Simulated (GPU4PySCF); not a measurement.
perylene diimide (C₂₄H₁₀N₂O₄), SMILES C1(c2ccc3c4c(c5c6c3ccc3C(NC(=O)c(cc5)c36)=O)ccc(C(=O)N1)c24)=O. The structure is a stationary point at PBE-D3(BJ)/def2-SVP.

Computed equilibrium geometry at PBE-D3(BJ)/def2-SVP (GPU4PySCF confirms it by a frequency run) as bond lengths and angles, and its point group:
point group D2h.
Atoms: O1 C2 N3 C4 O5 C6 C7 C8 C9 C10 C11 C12 C13 C14 C15 C16 C17 C18 C19 C20 C21 C22 C23 C24 C25 C26 O27 N28 C29 O30 H31 H32 H33 H34 H35 H36 H37 H38 H39 H40. Bond lengths (Å): O1–C2 1.226, C2–N3 1.399, C2–C22 1.488, N3–C4 1.399, N3–H31 1.026, C4–O5 1.226, C4–C6 1.488, C6–C7 1.395, C6–C23 1.425, C7–C8 1.403, C7–H32 1.100, C8–C9 1.407, C8–H33 1.098, C9–C10 1.469, C9–C24 1.437, C10–C11 1.407, C10–C25 1.437, C11–C12 1.403, C11–H34 1.098, C12–C13 1.395, C12–H35 1.100, C13–C14 1.425, C13–C29 1.488, C14–C15 1.425, C14–C25 1.438, C15–C16 1.395, C15–C26 1.488, C16–C17 1.403, C16–H36 1.100, C17–C18 1.407, C17–H37 1.098, C18–C19 1.469, C18–C25 1.437, C19–C20 1.407, C19–C24 1.437, C20–C21 1.403, C20–H38 1.098, C21–C22 1.395, C21–H39 1.100, C22–C23 1.425, C23–C24 1.438, C26–O27 1.226, C26–N28 1.399, N28–C29 1.399, N28–H40 1.026, C29–O30 1.226. Angles (°): O1–C2–N3 121.1, O1–C2–C22 124.0, N3–C2–C22 114.8, C2–N3–C4 128.5, C2–N3–H31 115.8, C4–N3–H31 115.8, N3–C4–O5 121.1, N3–C4–C6 114.8, O5–C4–C6 124.0, C4–C6–C7 119.2, C4–C6–C23 120.9, C7–C6–C23 119.9, C6–C7–C8 120.4, C6–C7–H32 118.2, C8–C7–H32 121.4, C7–C8–C9 121.9, C7–C8–H33 118.2, C9–C8–H33 120.0, C8–C9–C10 122.1, C8–C9–C24 118.6, C10–C9–C24 119.3, C9–C10–C11 122.1, C9–C10–C25 119.3, C11–C10–C25 118.6, C10–C11–C12 121.9, C10–C11–H34 120.0, C12–C11–H34 118.2, C11–C12–C13 120.4, C11–C12–H35 121.4, C13–C12–H35 118.2, C12–C13–C14 119.9, C12–C13–C29 119.2, C14–C13–C29 120.9, C13–C14–C15 120.1, C13–C14–C25 119.9, C15–C14–C25 119.9, C14–C15–C16 119.9, C14–C15–C26 120.9, C16–C15–C26 119.2, C15–C16–C17 120.4, C15–C16–H36 118.2, C17–C16–H36 121.4, C16–C17–C18 121.9, C16–C17–H37 118.2, C18–C17–H37 120.0, C17–C18–C19 122.1, C17–C18–C25 118.6, C19–C18–C25 119.3, C18–C19–C20 122.1, C18–C19–C24 119.3, C20–C19–C24 118.6, C19–C20–C21 121.9, C19–C20–H38 120.0, C21–C20–H38 118.2, C20–C21–C22 120.4, C20–C21–H39 121.4, C22–C21–H39 118.2, C2–C22–C21 119.2, C2–C22–C23 120.9, C21–C22–C23 119.9, C6–C23–C22 120.1, C6–C23–C24 119.9, C22–C23–C24 119.9, C9–C24–C19 121.5, C9–C24–C23 119.3, C19–C24–C23 119.3, C10–C25–C14 119.3, C10–C25–C18 121.5, C14–C25–C18 119.3, C15–C26–O27 124.0, C15–C26–N28 114.8, O27–C26–N28 121.1, C26–N28–C29 128.5, C26–N28–H40 115.8, C29–N28–H40 115.8, C13–C29–N28 114.8, C13–C29–O30 124.0, N28–C29–O30 121.1.
